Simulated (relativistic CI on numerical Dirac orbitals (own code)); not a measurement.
Input to a radial Dirac CI calculation:

```
atom Pr  Z=59  charge=57  electrons=2
nucleus A=141  rms_radius_fm=4.8919
hamiltonian dirac-coulomb  breit=on  qed=on  c_scale=1
orbitals kli  potential=per-configuration
slater_scale 1
correlation none
mixing on
configurations
  1s2
  1s 2p
  1p 2p
  1s 1p
end
```

(1) How did the run end?

Results:

(1) The self-consistent field of one configuration failed: SCF of 1p 2p ended with code -1.
